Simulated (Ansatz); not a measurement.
V2O⁺, 3 atoms. Hardware: 4 threads of Arm Neoverse V2 on a shared host.

The 6-31G sets use Cartesian d functions. Correlated methods freeze 11 core orbitals; core or outer-core shells of V are correlated, in sets that lack core-valence functions.

(1) How many basis functions does each of these Ansatz runs have, and roughly what does it cost? HSE06-D4/def2-TZVP, charge 1 doublet, energy, from earlier orbitals; r2SCAN-D4/def2-TZVP, charge 0 triplet at the geometry of the charge 1 doublet, energy, from earlier orbitals; HF/6-31G, charge 1 doublet, energy; RPA@PBE/def2-TZVP, charge 1 doublet, energy, from earlier orbitals; HF/STO-3G, charge 1 doublet, energy; PBE-D4/def2-TZVP, charge 1 doublet, energy and forces, from earlier orbitals; B2PLYP/def2-TZVP, charge 1 quartet, energy, from earlier orbitals; PBE0-D4/def2-SVP, charge 1 doublet, energy, from earlier orbitals; PBE-D4/def2-TZVP, charge 0 singlet at the geometry of the charge 1 doublet, energy, from earlier orbitals; ωB97M-V/def2-TZVP, charge 1 doublet, energy, from earlier orbitals; HF/STO-3G, charge 1 quartet, energy; B2PLYP/def2-TZVP, charge 1 doublet, energy, from earlier orbitals.

Results:

(1) Other jobs shared the machine, so times can vary by a factor of up to 3. A dash marks memory too small to be measured apart from the calling script's.

| run | functions | fitting or Cholesky vectors | wall time | peak host memory (GiB) |
| --- | --- | --- | --- | --- |
| HF/STO-3G, charge 1 doublet, energy | 41 | 575 | 0.5 s | – |
| HF/STO-3G, charge 1 quartet, energy | 41 | 576 | 0.6 s | – |
| PBE-D4/def2-TZVP, charge 0 singlet at the geometry of the charge 1 doublet, energy, from earlier orbitals | 121 | 1019 | 1.1 s | – |
| PBE-D4/def2-TZVP, charge 1 doublet, energy and forces, from earlier orbitals | 121 | 1019 | 2.2 s | – |
| HF/6-31G, charge 1 doublet, energy | 67 | 875 | 2.3 s | – |
| RPA@PBE/def2-TZVP, charge 1 doublet, energy, from earlier orbitals | 121 | 998 | 2.7 s | – |
| PBE0-D4/def2-SVP, charge 1 doublet, energy, from earlier orbitals | 76 | 829 | 2.8 s | – |
| B2PLYP/def2-TZVP, charge 1 doublet, energy, from earlier orbitals | 121 | 998 | 5.5 s | – |
| HSE06-D4/def2-TZVP, charge 1 doublet, energy, from earlier orbitals | 121 | 1165 | 6.5 s | 0.6 |
| B2PLYP/def2-TZVP, charge 1 quartet, energy, from earlier orbitals | 121 | 997 | 10 s | – |
| r2SCAN-D4/def2-TZVP, charge 0 triplet at the geometry of the charge 1 doublet, energy, from earlier orbitals | 121 | 1019 | 11 s | – |
| ωB97M-V/def2-TZVP, charge 1 doublet, energy, from earlier orbitals | 121 | 1057 | 34 s | 0.75 |
